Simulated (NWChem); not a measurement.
Molecule: CH5BOS; SMILES CSBO

```xyz
9

B     -0.6622     1.0228     0.0000
H     -1.7450     1.5654     0.0000
O      0.5044     1.7132     0.0000
H      0.3721     2.6661     0.0000
S     -0.6558    -0.7701     0.0000
C      1.1191    -1.1611     0.0000
H      1.6081    -0.7541    -0.8946
H      1.2112    -2.2547     0.0000
H      1.6081    -0.7541     0.8946
```
Atoms are numbered in this order, from 1.

Structure relaxed at the PBE0/def2-SVP level.

Symmetry labels are those of Cs in the frame above (b1 and b2, or b-type labels, depend on it). States above −ε(HOMO) = 6.1 eV lie in this functional's continuum and hang on the basis.

List the 4 lowest vertical singlet excitations and the 4 lowest triplet ones from LDA (Slater exchange, VWN5)/6-31+G* (spherical d), full TDDFT (NWChem).


```
state  energy (eV)  oscillator strength  symmetry  leading excitation (squared amplitude)
-----  -----------  -------------------  --------  --------------------------------------
S1            5.20                0.001        a"                    HOMO → LUMO+1 (0.99)
S2            5.86                0.133        a'                      HOMO → LUMO (0.93)
S3            6.01                0.000        a"                    HOMO → LUMO+2 (0.97)
S4            6.41                0.043        a"                    HOMO → LUMO+3 (0.93)
T1            4.70       spin-forbidden        a'                      HOMO → LUMO (1.00)
T2            5.07       spin-forbidden        a"                    HOMO → LUMO+1 (0.99)
T3            5.87       spin-forbidden        a"                    HOMO → LUMO+2 (0.98)
T4            6.15       spin-forbidden        a"                    HOMO−1 → LUMO (0.98)
```
